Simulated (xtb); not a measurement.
C4H6OS, SMILES C=C1O[C@@H](C)S1. All values are semi-empirical tight-binding results from xtb (GFN2-xTB unless named), good for trends rather than for accurate numbers. The structure is a stationary point at GFN2-xTB. The structure was generated by enumeration; whether it is a known compound was not checked.

Computed properties:
| Item | Value |
|---|---|
| orbital gap | 3.16 eV |
| zero-point energy | 56.6 kcal/mol |
| G − E(el) at 298.15 K (modified RRHO) | 37.5 kcal/mol |
| static polarisability (D4 model) | 70.3 bohr³ |
| solvation energy, GFN2-xTB/ALPB(water) | -0.4 kcal/mol |
| solvation energy, GFN2-xTB/ALPB(acetonitrile) | -5.5 kcal/mol |
